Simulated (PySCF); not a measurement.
Isomers C₈H₁₂:

A. `CC1=CC=CC1(C)C`
B. SMILES CCC#C/C=C/CC
C. SMILES C/C=C/C(=C)C1CC1

Spectrum 1. ¹H NMR (500 MHz, computed): δ 6.53 (m, 1H), 6.49 (m, 1H), 6.20 (d, 1H), 2.02 (s, 3H), 1.09 (s, 6H). ¹³C{¹H} NMR (computed): δ 164.3 (C), 155.2 (CH), 135.9 (CH), 131.9 (CH), 55.5 (C), 24.1 (CH3), 15.3 (CH3).

Spectrum 2. ¹H NMR (500 MHz, computed): δ 6.41 (m, 1H), 6.40 (m, 1H), 5.24 (m, 1H), 5.20 (m, 1H), 2.00 (d, 3H), 1.44 (m, 1H), 0.62 (m, 2H), 0.32 (m, 2H). ¹³C{¹H} NMR (computed): δ 155.8 (C), 140.7 (CH), 135.1 (CH), 121.5 (CH2), 22.7 (CH3), 16.5 (CH), 6.7 (CH2).

Spectrum 3. ¹H NMR (500 MHz, computed): δ 6.36 (m, 1H), 5.72 (d, 1H), 2.49 (q, 2H), 2.17 (m, 2H), 1.23 (t, 3H), 1.06 (t, 3H). ¹³C{¹H} NMR (computed): δ 155.3 (CH), 116.5 (CH), 100.0 (C), 86.2 (C), 32.9 (CH2), 17.2 (CH3), 17.1 (CH3), 16.5 (CH2).

Fast rotation and ring inversion assumed for equivalent nuclei, one computed conformer, no relativistic terms, no solvent model. Geometry: GFN2-xTB; σ from GIAO-PBE0/pcSseg-1; PySCF 2.14.

δ = σ(ref) − σ, references computed at the same level: ¹H (σ = 31.72 ppm) and ¹³C (σ = 186.93 ppm) against TMS. Where no couplings were computed, multiplicities follow the n + 1 count of equivalent neighbours, and m marks all less simple cases (inequivalent or close neighbours, rings, F or P nearby). Shifts are as computed. Against solution values, carbons near 30 ppm lie about +3 ppm off and those near 130 ppm about +5 ppm (rms about the fit 2.1 ppm; single classes can miss by 10 ppm). Of 1328 compounds with measured shifts, 309 miss one by over three times the rms of a fit or turn the order of signals round; such compounds aren't used in these exercises. Signals without a measured value on file couldn't be tested in this way; 1H shifts scatter by 0.2 ppm about their fit, and single ones miss by 0.5 ppm.

Match each spectrum to its structure.

## Answers

1–A, 2–C, 3–B.

- Spectrum 1 (A): 7 ¹³C signals; δC 164.3 is a fully substituted alkene carbon; δC 155.2 is an alkene CH.
- Spectrum 2 (C): 7 ¹³C signals; δC 155.8 is a fully substituted alkene carbon; δC 140.7 is an alkene CH.
- Spectrum 3 (B): 8 ¹³C signals; δC 155.3 is an alkene CH; δC 116.5 is an alkene CH.
